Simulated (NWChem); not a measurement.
System: CH₃ClSe; SMILES C[Se]Cl

The following NWChem deck was run.

```
start job
memory heap 200 mb stack 900 mb global 1100 mb
geometry units angstroms noautoz
  Se    -0.462277     0.473310     0.000901
  Cl     0.181698    -1.620122    -0.000898
  C      1.299140     1.269546     0.000877
  H      1.131192     2.357783     0.004197
  H      1.849612     0.985244    -0.904915
  H      1.851487     0.980223     0.903943
end
basis spherical
  * library def2-svpd
end
dft
  xc b3lyp
  iterations 150
end
tddft
  cis
  nroots 6
  notriplet
end
task tddft energy
```

Excerpt of the output:

```
             Northwest Computational Chemistry Package (NWChem) 7.3.0
             --------------------------------------------------------

 CS  symmetry detected

                             Geometry "geometry" -> ""
                             -------------------------

 Output coordinates in angstroms (scale by  1.889725989 to convert to a.u.)

  No.       Tag          Charge          X              Y              Z
 ---- ---------------- ---------- -------------- -------------- --------------
    1 Se                  34.0000    -0.45504584     0.47218069     0.00000000
    2 Cl                  17.0000     0.15665972    -1.63090772     0.00000000
    3 C                    6.0000     1.31840769     1.24123479     0.00000000
    4 H                    1.0000     1.16721391     2.33192805     0.00000000
    5 H                    1.0000     1.86534165     0.94597554    -0.90443091
    6 H                    1.0000     1.86534165     0.94597554     0.90443091

 Effective nuclear repulsion energy (a.u.)     251.7379731049

      Symmetry information
      --------------------

 Group name             Cs
 Group number              2
 Group order               2
 No. of unique centers     5

                                 NWChem DFT Module
                                 -----------------

 Summary of "ao basis" -> "ao basis" (spherical)
 ------------------------------------------------------------------------------
       Tag                 Description            Shells   Functions and Types
 ---------------- ------------------------------  ------  ---------------------
 Se                        def2-svpd                15       41   6s5p4d
 Cl                        def2-svpd                11       27   5s4p2d
 C                         def2-svpd                 8       20   4s2p2d
 H                         def2-svpd                 4        8   2s2p

      Symmetry analysis of basis
      --------------------------

        a'         75
        a"         37

[...]

                                NWChem TDDFT Module
                                -------------------

            General Information
            -------------------
           No. of orbitals :     224
            Alpha orbitals :     112
             Beta orbitals :     112
        Alpha frozen cores :       0
         Beta frozen cores :       0
     Alpha frozen virtuals :       0
      Beta frozen virtuals :       0
         Spin multiplicity :       1
    Number of AO functions :     112
        Use of symmetry is : off
      Symmetry adaption is : on
         Schwarz screening :  0.10D-07

              XC Information
              --------------
                  B3LYP Method XC Potential
              Hartree-Fock (Exact) Exchange   0.20
                 Slater Exchange Functional   0.80 local
             Becke 1988 Exchange Functional   0.72 non-local
       Lee-Yang-Parr Correlation Functional   0.81
           VWN I RPA Correlation Functional   0.19 local

             TDDFT Information
             -----------------
          Calculation type : Tamm-Dancoff TDDFT
         Wavefunction type : Restricted singlets
          No. of electrons :      60
           Alpha electrons :      30
            Beta electrons :      30
              No. of roots :       6
          Max subspacesize :    5200
            Max iterations :     100
               Target root :       1
           Target symmetry : none
      Symmetry restriction : off
                 Algorithm : Optimal
        Davidson threshold :  0.10D-03

    6 smallest eigenvalue differences (eV)
--------------------------------------------------------
  No. Spin  Occ  Vir  Irrep   E(Occ)    E(Vir)   E(Diff)
--------------------------------------------------------
    1    1   30   31 a"       -0.236    -0.091     3.930
    2    1   29   31 a'       -0.316    -0.091     6.114
    3    1   30   32 a"       -0.236    -0.009     6.169
    4    1   30   33 a"       -0.236     0.012     6.745
    5    1   28   31 a"       -0.347    -0.091     6.952
    6    1   30   34 a"       -0.236     0.032     7.296
--------------------------------------------------------

  Entering Davidson iterations
  Restricted singlet excited states

  Iter   NTrls   NConv    DeltaV     DeltaE      Time
  ----  ------  ------  ---------  ---------  ---------
    1      6       0     0.71E-01   0.10+100       18.8
    2     12       0     0.25E-01   0.64E-02       21.1
    3     18       0     0.57E-02   0.68E-03       21.0
    4     24       3     0.13E-02   0.57E-04       21.6
    5     27       5     0.61E-03   0.32E-05       18.5
    6     28       5     0.24E-03   0.62E-06       15.9
    7     29       6     0.95E-04   0.69E-07       17.3
  ----  ------  ------  ---------  ---------  ---------
  Convergence criterion met

  Ground state a'      -2901.258393055111 a.u.

  ----------------------------------------------------------------------------
  Root   1 singlet a"             0.101745612 a.u.                2.7686 eV
  ----------------------------------------------------------------------------
     Transition Moments    X  0.00000   Y -0.00000   Z -0.08380
     Dipole Oscillator Strength                    0.0004763429
     Electric Quadrupole                           0.0000000023
     Magnetic Dipole                               0.0000003496
     Total Oscillator Strength                     0.0004766948

[...]
```

Level: B3LYP/def2-SVPD, TDA. Coordinates come from a PBE0/def2-SVP optimisation.
